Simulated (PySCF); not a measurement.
Isomers of C5H10Si, one GFN2-xTB conformer each. Single-point energies are computed at PBE0/pcSseg-1 (PySCF, gas phase, no added dispersion term), electronic only.

| SMILES | GFN2-xTB relative energy (kJ/mol) |
| --- | --- |
| C[C@H]1C=C1C[SiH3] | 152.2 |
| C=C[SiH2]C(=C)C | 128.8 |
| C[C@H]1C=CC[SiH2]1 | 0.0 |

Conformers: `[CH3:1][C@H:2]1[CH:3]=[C:4]1[CH2:5][SiH3:6]` with C3–C4–C5–Si6 -102°; `[CH2:1]=[CH:2][SiH2:3][C:4](=[CH2:5])[CH3:6]` with C1–C2–Si3–C4 -117°, C2–Si3–C4–C5 -121°.

**Question.** What does PBE0/pcSseg-1 give for the same structures?

**Answer.** 
```
            SMILES  PBE0/pcSseg-1 E (Eh)  PBE0/pcSseg-1 (kJ/mol)  GFN2-xTB (kJ/mol)  point group
C[C@H]1C=CC[SiH2]1            -485.62453                     0.0                0.0           C1
   C=C[SiH2]C(=C)C            -485.59142                    86.9              128.8           C1
C[C@H]1C=C1C[SiH3]            -485.54859                   199.4              152.2           C1
```

Both levels put the same isomer lowest; measured from each level's own lowest isomer, the values differ by up to 47.2 kJ/mol (C[C@H]1C=C1C[SiH3]: 152.2 against 199.4). As drawn, the highest has a three-membered ring, which the lowest lacks.

**Question.** Which frontier levels, dipoles and rotational constants go with these structures?

**Answer.** 
```tsv
SMILES	HOMO (eV, PBE0/pcSseg-1)	LUMO (eV)	dipole (D)	A, B, C (MHz)
C[C@H]1C=CC[SiH2]1	-7.06	0.65	0.09	4020, 2887, 1884
C=C[SiH2]C(=C)C	-7.49	-0.39	0.69	5029, 1650, 1405
C[C@H]1C=C1C[SiH3]	-6.66	0.29	0.76	6140, 1403, 1324
```
